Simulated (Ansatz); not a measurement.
Nudged elastic band run: C$_{3}$H$_{5}$BSi

Input:

```yaml
crystal:
  periodic: [false, false, false]
  atoms:
    - { symbol: B, position_ang: [-0.863765, 0.404139, -0.865039] }
    - { symbol: C, position_ang: [-0.603516, -0.919809, -1.365145] }
    - { symbol: C, position_ang: [0.199542, -0.749773, -0.236215] }
    - { symbol: C, position_ang: [1.066047, -0.837985, 0.816879] }
    - { symbol: Si, position_ang: [0.380842, 0.807145, 1.000737] }
    - { symbol: H, position_ang: [-1.454606, 1.45129, -0.97182] }
    - { symbol: H, position_ang: [-0.761588, -1.726835, -2.085328] }
    - { symbol: H, position_ang: [1.720843, -1.64159, 1.165817] }
    - { symbol: H, position_ang: [-0.715396, 1.119734, 1.977973] }
    - { symbol: H, position_ang: [1.114698, 2.042384, 0.565041] }
magnetization:
  spin_polarized: true
basis:
  gaussian: { orbitals: def2-SVP }
hamiltonian:
  xc: pbe
  dispersion: d4
neb:
  order_check: false
  images: 5
  f_tol: 0.05
  max_iterations: 60
  final_atoms:
    - { symbol: B, position_ang: [-0.82641921, 0.50403621, -0.73111866] }
    - { symbol: C, position_ang: [-0.44697484, -0.95874128, -0.82519159] }
    - { symbol: C, position_ang: [0.56536102, -1.36690594, 0.12603747] }
    - { symbol: C, position_ang: [1.21765495, -0.2007968, 0.37283278] }
    - { symbol: Si, position_ang: [0.10496288, 1.24812776, 0.88885661] }
    - { symbol: H, position_ang: [-1.21895922, 1.19041167, -1.65504869] }
    - { symbol: H, position_ang: [-0.62461008, -1.59932259, -1.71280865] }
    - { symbol: H, position_ang: [0.88231361, -2.38796151, 0.40242878] }
    - { symbol: H, position_ang: [-0.3206602, 0.9180589, 2.2922463] }
    - { symbol: H, position_ang: [0.75043209, 2.60179357, 0.84466565] }
  initial_path:
    images:
      - { positions_ang: [[-0.863765, 0.404139, -0.865039], [-0.603516, -0.919809, -1.365145], [0.199542, -0.749773, -0.236215], [1.066047, -0.837985, 0.816879], [0.380842, 0.807145, 1.000737], [-1.454606, 1.45129, -0.97182], [-0.761588, -1.726835, -2.085328], [1.720843, -1.64159, 1.165817], [-0.715396, 1.119734, 1.977973], [1.114698, 2.042384, 0.565041]] }
      - { positions_ang: [[-0.79886086, 0.46157856, -0.85274955], [-0.47091665, -0.88061154, -1.32287246], [0.32274525, -0.83241518, -0.24599966], [1.11960956, -0.7562636, 0.82564273], [0.34117246, 0.87166337, 0.94010306], [-1.5816696, 1.29016066, -0.9953498], [-0.7650445, -1.67527875, -1.95408203], [1.45907065, -1.73480775, 1.00310643], [-0.68740467, 1.13382743, 1.99775313], [1.14439935, 2.07084679, 0.60734816]] }
      - { positions_ang: [[-0.73395672, 0.51901813, -0.84046011], [-0.3383173, -0.84141408, -1.28059992], [0.44594849, -0.91505735, -0.25578433], [1.17317213, -0.67454219, 0.83440646], [0.30150293, 0.93618173, 0.87946912], [-1.70873319, 1.12903132, -1.0188796], [-0.76850099, -1.62372249, -1.82283605], [1.19729831, -1.8280255, 0.84039585], [-0.65941334, 1.14792086, 2.01753327], [1.17410069, 2.09930957, 0.64965531]] }
      - { positions_ang: [[-0.66905259, 0.57645769, -0.82817066], [-0.20571795, -0.80221662, -1.23832738], [0.56915174, -0.99769953, -0.26556899], [1.22673469, -0.59282079, 0.84317018], [0.26183339, 1.0007001, 0.81883518], [-1.83579679, 0.96790198, -1.04240939], [-0.77195749, -1.57216624, -1.69159008], [0.93552596, -1.92124325, 0.67768528], [-0.63142201, 1.16201429, 2.0373134], [1.20380204, 2.12777236, 0.69196247]] }
      - { positions_ang: [[-0.72150813, 0.5523172, -0.79582], [-0.28613691, -0.8543915, -1.10061545], [0.56788817, -1.12076833, -0.1350335], [1.22370811, -0.46214612, 0.68639105], [0.20954322, 1.08317599, 0.84217566], [-1.63018427, 1.04207188, -1.24662249], [-0.72284168, -1.58121836, -1.69866293], [0.91778851, -2.076816, 0.58593311], [-0.52783474, 1.08069582, 2.12229103], [1.05267872, 2.28577943, 0.74286353]] }
      - { positions_ang: [[-0.77396367, 0.5281767, -0.76346933], [-0.36655587, -0.90656639, -0.96290352], [0.56662459, -1.24383714, -0.00449802], [1.22068153, -0.33147146, 0.52961191], [0.15725305, 1.16565188, 0.86551614], [-1.42457175, 1.11624177, -1.45083559], [-0.67372588, -1.59027047, -1.70573579], [0.90005106, -2.23238875, 0.49418095], [-0.42424747, 0.99937736, 2.20726867], [0.90155541, 2.4437865, 0.79376459]] }
      - { positions_ang: [[-0.82641921, 0.50403621, -0.73111866], [-0.44697484, -0.95874128, -0.82519159], [0.56536102, -1.36690594, 0.12603747], [1.21765495, -0.2007968, 0.37283278], [0.10496288, 1.24812776, 0.88885661], [-1.21895922, 1.19041167, -1.65504869], [-0.62461008, -1.59932259, -1.71280865], [0.88231361, -2.38796151, 0.40242878], [-0.3206602, 0.9180589, 2.2922463], [0.75043209, 2.60179357, 0.84466565]] }
```

Launched with:

```bash
$ ansatz run input.yaml --threads 2 --pin off --max-ram 3072MiB --backend cpu --events-out ev --progress --plain --runs-dir out
```

Output, in part (warnings, iteration lines, the closing report on the highest movable image, with atoms numbered from 0):

```
NEB end point (image 0): max|allowed force component| = 1.816e-2 eV/Å (the criterion of neb.relax_end_points is 1.000e-2)
NEB end point (image 6): max|allowed force component| = 1.644e-2 eV/Å (the criterion of neb.relax_end_points is 1.000e-2)
NEB iter   1: max|band force component| = 7.314e0 eV/Å  barrier→ = 3.6483 eV  barrier← = 2.6382 eV  Δτ_max = 0.1936 Å  (514 SCF iters)
NEB iter   2: max|band force component| = 2.424e0 eV/Å  barrier→ = 2.6101 eV  barrier← = 1.6000 eV  Δτ_max = 0.1975 Å  (230 SCF iters)
NEB iter   3: max|band force component| = 8.929e-1 eV/Å  barrier→ = 2.1387 eV  barrier← = 1.1287 eV  Δτ_max = 0.2000 Å  (328 SCF iters)
NEB iter   4: max|band force component| = 6.737e-1 eV/Å  barrier→ = 2.0485 eV  barrier← = 1.0384 eV  Δτ_max = 0.1997 Å  (206 SCF iters)
NEB iter   5: max|band force component| = 6.485e-1 eV/Å  barrier→ = 1.9943 eV  barrier← = 0.9842 eV  Δτ_max = 0.0868 Å  (173 SCF iters)
NEB iter   6: max|band force component| = 1.202e0 eV/Å  barrier→ = 1.9962 eV  barrier← = 0.9862 eV  CI = image 4  Δτ_max = 0.1982 Å  (183 SCF iters)
NEB iter   7: max|band force component| = 2.090e0 eV/Å  barrier→ = 2.2898 eV  barrier← = 1.2797 eV  CI = image 4  Δτ_max = 0.2000 Å  (190 SCF iters)
NEB iter   8: max|band force component| = 8.666e-1 eV/Å  barrier→ = 2.5845 eV  barrier← = 1.5745 eV  CI = image 4  Δτ_max = 0.0931 Å  (180 SCF iters)
NEB iter   9: max|band force component| = 6.962e-1 eV/Å  barrier→ = 2.5727 eV  barrier← = 1.5626 eV  CI = image 4  Δτ_max = 0.0630 Å  (171 SCF iters)
NEB iter  10: max|band force component| = 2.604e-1 eV/Å  barrier→ = 2.5520 eV  barrier← = 1.5420 eV  CI = image 4  Δτ_max = 0.0616 Å  (181 SCF iters)
NEB iter  11: max|band force component| = 9.111e-2 eV/Å  barrier→ = 2.5447 eV  barrier← = 1.5346 eV  CI = image 4  Δτ_max = 0.0359 Å  (183 SCF iters)
NEB iter  12: max|band force component| = 1.004e-1 eV/Å  barrier→ = 2.5425 eV  barrier← = 1.5324 eV  CI = image 4  Δτ_max = 0.0179 Å  (180 SCF iters)
NEB iter  13: max|band force component| = 6.699e-2 eV/Å  barrier→ = 2.5416 eV  barrier← = 1.5315 eV  CI = image 4  Δτ_max = 0.0151 Å  (182 SCF iters)
NEB iter  14: max|band force component| = 5.033e-2 eV/Å  barrier→ = 2.5414 eV  barrier← = 1.5313 eV  CI = image 4  Δτ_max = 0.0127 Å  (165 SCF iters)
NEB iter  15: max|band force component| = 1.198e-1 eV/Å  barrier→ = 2.5415 eV  barrier← = 1.5314 eV  CI = image 4  Δτ_max = 0.0039 Å  (159 SCF iters)
NEB iter  16: max|band force component| = 2.897e-2 eV/Å  barrier→ = 2.5413 eV  barrier← = 1.5312 eV  CI = image 4  Δτ_max = 0.0000 Å  (377 SCF iters)
Total energy: -11726.05057666 eV, -430.9244104897 hartree
Atom 0 at    -0.779046     0.568120    -0.930603 Å, force     0.000922    -0.001759    -0.001817 eV/Å
Atom 1 at    -0.413466    -0.895703    -1.059973 Å, force    -0.004652     0.005526    -0.000098 eV/Å
Atom 2 at     0.650284    -1.088044    -0.159702 Å, force     0.003101    -0.000307     0.004299 eV/Å
Atom 3 at     1.571615    -0.438050     0.527748 Å, force    -0.001409    -0.000325    -0.002519 eV/Å
Atom 4 at     0.268260     1.092285     0.765506 Å, force    -0.000793    -0.001884     0.002402 eV/Å
Atom 5 at    -1.666699     1.147531    -1.525048 Å, force     0.003592    -0.002694     0.002622 eV/Å
Atom 6 at    -0.949528    -1.702074    -1.579842 Å, force     0.001047     0.001563     0.000311 eV/Å
Atom 7 at     0.808103    -1.761637     0.846437 Å, force    -0.000452     0.002058    -0.000941 eV/Å
Atom 8 at    -0.473321     0.696850     2.016310 Å, force    -0.000465    -0.001030    -0.001184 eV/Å
Atom 9 at     1.066899     2.329422     1.102065 Å, force    -0.000892    -0.001147    -0.003074 eV/Å
Dipole moment:    -0.101553    -0.252299     0.209700 e Å
```

The forces met the threshold. Neighbouring images differ by up to 1.5 eV, so the band resolves the path poorly. A vibrational analysis at the climbing image gives one clearly imaginary mode, 1050i cm⁻¹: a first-order saddle point. The orbitals were unrestricted but ended closed-shell.

Final band (atoms are numbered from 1 in the order of the input):

```csv
image,path coordinate (Å),energy (eV),B1–C3 (Å),C3–Si5 (Å),C4–H8 (Å)
0,0.00,0.00,1.69,2.00,1.09
1,0.60,0.10,1.79,2.07,1.10
2,1.21,0.28,2.03,2.20,1.10
3,1.81,1.08,2.12,2.25,1.15
4,2.41,2.54,2.32,2.40,1.56
5,3.17,1.26,2.44,2.59,2.11
6,3.92,1.01,2.48,2.76,2.21
```

Run time: 4.1 min on 2 threads of AMD EPYC 7R43 64-Core Processor (Zen 3) (shared host), peak memory 0.27 GiB.
